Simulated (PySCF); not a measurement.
Excitation energy of I⁺ by level of theory

I⁺ [Kr] 4d10 5s2 5p4 (3P) → I⁺ [Kr] 4d10 5s1 5p4 5d1 (high-spin determinant), as a difference of total energies. Computed with PySCF 2.14 in aug-cc-pVTZ-DK3, with scalar relativity by spin-free X2C-1e. Correlated levels: valence: [Kr] 4d10 frozen. The calculations carry no spin-orbit coupling.

| method | excitation energy (eV) |
| --- | --- |
| UHF | 20.074 |
| MP2 (valence) | 20.344 |
| SCS-MP2 (valence) | 20.467 |
| CCSD (valence) | 19.878 |
| CCSD(T) (valence) | 19.720 |

Task: How much does correlation contribute at CCSD(T) (valence)?

Result: 19.720 − (20.074) = -0.354 eV, measured against UHF.

A first-order spin-orbit estimate (lowest level to lowest level, LS coupling) adds 0.006 eV.

The upper state lies above the first ionisation limit, where it may autoionise and the basis confines it.

The promoted electron is Rydberg-like, and one or two diffuse shells describe it only roughly, which tends to raise the upper state.

The coupled-cluster amplitudes are large for the upper state (T1 above 0.03 or a double amplitude above 0.15), so a single reference is strained.

The determinant of the upper state mixes LS terms, which raises its energy above the lowest term, most at the Hartree-Fock and MP2 levels.
